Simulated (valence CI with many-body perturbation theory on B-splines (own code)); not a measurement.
Results of a calculation; reference values are marked as such.
## Ta³²⁺: what each term of the Hamiltonian does

Method: relativistic CI+MBPT: five valence electrons over a frozen Dirac-Fock core [Kr], radial functions for each j: 7 s, 7 p, 8 d, 6 f, 4 g, 1 h, with the one-electron correlation potential Σ1 (screened to all orders), the two-electron term Σ2, the three-electron term Σ3, Breit, model QED; selected single and double excitations, second order for the rest (own B-spline code, finite nucleus).

The last digits are not significant, and no measured levels were compared; by estimate large intervals hold to a few tenths of a per cent, small ones and those within an open d or f shell to about a per cent. Only levels of the ground parity were solved; by the run's estimate the other parity begins above the list, which can be wrong where configurations are misplaced.

Each rung adds one term. CI alone is the Dirac-Coulomb CI over the frozen core; QED comes last and gives the full result, which names the levels. Energies are above (4d3/2^4 4d5/2) J=5/2 on the same rung, in eV.

Levels are named by their leading jj configuration (3d3/2^4 stands for four electrons in 3d with j = 3/2), which in mixed levels can hold well under half, so a name can repeat and another be missing. Letters in brackets count levels of one name in rising energy.

```csv
Level,CI alone
(4d3/2^3 4d5/2^2) J=5/2 [a],11.592
(4d3/2^3 4d5/2^2) J=7/2 [a],16.595
(4d3/2^3 4d5/2^2) J=3/2 [a],16.853
(4d3/2^3 4d5/2^2) J=11/2,17.819
(4d3/2^3 4d5/2^2) J=9/2,19.202
(4d3/2^3 4d5/2^2) J=5/2 [b],19.987
(4d3/2^3 4d5/2^2) J=1/2,20.600
(4d3/2^3 4d5/2^2) J=7/2 [b],22.220
(4d3/2^3 4d5/2^2) J=3/2 [b],26.841
(4d3/2^2 4d5/2^3) J=5/2 [a],27.886
(4d3/2^2 4d5/2^3) J=7/2 [a],30.998
(4d3/2^2 4d5/2^3) J=11/2,31.939
(4d3/2^2 4d5/2^3) J=9/2 [a],32.461
(4d3/2^2 4d5/2^3) J=1/2 [a],33.066
(4d3/2^2 4d5/2^3) J=13/2,34.458
(4d3/2^2 4d5/2^3) J=3/2 [a],33.663
```

(1) What do these energies become with core correlation, Breit and QED?

(2) How does the ionisation energy move along the ladder, and which term matters most?

Answers

(1) (4d3/2^3 4d5/2^2) J=5/2 [a] 11.590 (-0.0023); (4d3/2^3 4d5/2^2) J=7/2 [a] 16.120 (-0.4748); (4d3/2^3 4d5/2^2) J=3/2 [a] 16.592 (-0.2605); (4d3/2^3 4d5/2^2) J=11/2 17.050 (-0.7688); (4d3/2^3 4d5/2^2) J=9/2 18.487 (-0.7147); (4d3/2^3 4d5/2^2) J=5/2 [b] 19.413 (-0.5733); (4d3/2^3 4d5/2^2) J=1/2 20.224 (-0.3762); (4d3/2^3 4d5/2^2) J=7/2 [b] 21.337 (-0.8828); (4d3/2^3 4d5/2^2) J=3/2 [b] 26.434 (-0.4066); (4d3/2^2 4d5/2^3) J=5/2 [a] 27.665 (-0.2215); (4d3/2^2 4d5/2^3) J=7/2 [a] 30.384 (-0.6143); (4d3/2^2 4d5/2^3) J=11/2 31.022 (-0.9165); (4d3/2^2 4d5/2^3) J=9/2 [a] 31.631 (-0.8292); (4d3/2^2 4d5/2^3) J=1/2 [a] 32.553 (-0.5134); (4d3/2^2 4d5/2^3) J=13/2 33.202 (-1.2554); (4d3/2^2 4d5/2^3) J=3/2 [a] 33.423 (-0.2402).

(2) CI alone 1308.4, + Σ1 1311.0, + Σ2 1314.2, + Σ3 1314.3, + Breit 1313.9, + QED 1313.9 eV. The largest step is Σ2, 3.2 eV. NIST lists 1313 ± 4 eV (theoretical).
